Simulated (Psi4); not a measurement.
CH₅S, charge +1, singlet, geometry from GFN2-xTB; PBE/def2-TZVPD run with Psi4 1.11.

Input for Psi4:
```
memory 2 GB

molecule mol {
1 1
C    -0.037477    1.185303   -0.115257
S    -0.020954   -0.617729    0.151580
H     1.251603   -0.853955   -0.249962
H    -1.068270    1.523544   -0.034385
H     0.546279    1.644049    0.679892
H     0.372452    1.446031   -1.085848
H    -0.541943   -0.987819   -1.043428
}

set {
  basis def2-tzvpd
  reference rks
  s_orthogonalization partialcholesky
}

energy('pbe')
print_variables()
```

It wrote (shortened):

```
   => Loading Basis Set <=

    Name: DEF2-TZVPD
    Role: ORBITAL
    Keyword: BASIS

         ---------------------------------------------------------
                                   SCF
               by Justin Turney, Rob Parrish, Andy Simmonett
                          and Daniel G. A. Smith
                              RKS Reference
         ---------------------------------------------------------

  ==> Geometry <==

    Molecular point group: c1
    Full point group: C1

    Geometry (in Angstrom), charge = 1, multiplicity = 1:

       Center              X                  Y                   Z               Mass
    ------------   -----------------  -----------------  -----------------  -----------------
         C           -0.026149734885     1.241063722921    -0.150268286725    12.000000000000
         S           -0.009626734885    -0.561968277079     0.116568713275    31.972071174400
         H            1.262930265115    -0.798194277079    -0.284973286725     1.007825032230
         H           -1.056942734885     1.579304722921    -0.069396286725     1.007825032230
         H            0.557606265115     1.699809722921     0.644880713275     1.007825032230
         H            0.383779265115     1.501791722921    -1.120859286725     1.007825032230
         H           -0.530615734885    -0.932058277079    -1.078439286725     1.007825032230

  Running in c1 symmetry.

  Rotational constants: A =      2.51599  B =      0.40709  C =      0.40367 [cm^-1]
  Rotational constants: A =  75427.41121  B =  12204.10472  C =  12101.72356 [MHz]
  Nuclear repulsion =   64.581697057656058

  Charge       = 1
  Multiplicity = 1
  Electrons    = 26
  Nalpha       = 13
  Nbeta        = 13

  ==> Algorithm <==

  SCF Algorithm Type is DF.
  DIIS enabled.
  MOM disabled.
  Fractional occupation disabled.
  Guess Type is SAD.
  Energy threshold   = 1.00e-06
  Density threshold  = 1.00e-06
  Integral threshold = 1.00e-12

  ==> Primary Basis <==

  Basis Set: DEF2-TZVPD
    Blend: DEF2-TZVPD
    Number of shells: 54
    Number of basis functions: 128
    Number of Cartesian functions: 140
    Spherical Harmonics?: true
    Max angular momentum: 3

  ==> DFT Potential <==

   => LibXC <=

    Version 7.1.2
    S. Lehtola, C. Steigemann, M. J. T. Oliveira, and M. A. L. Marques,  SoftwareX 7, 1–5 (2018) (10.1016/j.softx.2017.11.002)

   => Composite Functional: PBE <=

    PBE GGA Exchange-Correlation Functional

[...]
   @DF-RKS iter   5:  -438.79976354299140   -8.76175e-04   6.63047e-05 DIIS
   @DF-RKS iter   6:  -438.79980155452176   -3.80115e-05   2.63979e-05 DIIS
   @DF-RKS iter   7:  -438.79980753570601   -5.98118e-06   3.46953e-06 DIIS
   @DF-RKS iter   8:  -438.79980762419041   -8.84844e-08   1.12361e-06 DIIS
   @DF-RKS iter   9:  -438.79980763744857   -1.32582e-08   1.30967e-07 DIIS
  Energy and wave function converged.

  ==> Post-Iterations <==

   Electrons on quadrature grid:
      Ntotal   =   26.0000141367 ; deviation = 1.414e-05

    Orbital Energies [Eh]
    ---------------------

    Doubly Occupied:

[...]
      13A     -0.552359

    Virtual:

[...]
     128A     21.823435

    Final Occupation by Irrep:
              A
    DOCC [    13 ]
    NA   [    13 ]
    NB   [    13 ]

  @DF-RKS Final Energy:  -438.79980763744857

   => Energetics <=

    Nuclear Repulsion Energy =             64.5816970576560578
    One-Electron Energy =                -724.6987187190236455
    Two-Electron Energy =                 253.7684596397891141
    DFT Exchange-Correlation Energy =     -32.4512456158700715
    Empirical Dispersion Energy =           0.0000000000000000
    VV10 Nonlocal Energy =                  0.0000000000000000
    Total Energy =                       -438.7998076374485663

Computation Completed

Properties will be evaluated at   0.000000,   0.000000,   0.000000 [a0]

Properties computed using the SCF density matrix

 Multipole Moments:

 ------------------------------------------------------------------------------------
     Multipole            Electronic (a.u.)      Nuclear  (a.u.)        Total (a.u.)
 ------------------------------------------------------------------------------------

 L = 1.  Multiply by 2.5417464519 to convert [e a0] to [Debye]
 Dipole X            :         -0.3589345            0.5779371            0.2190027
 Dipole Y            :         -2.8088067            2.8450649            0.0362582
 Dipole Z            :          1.2852036           -1.7863538           -0.5011503
 Magnitude           :                                                    0.5481135

 ------------------------------------------------------------------------------------

  Variable Map:
  ----------------------------------------------------------------------------
[...]
  Array Variable Map:
  ----------------------------------------------------------------------------
[...]
[...]
```
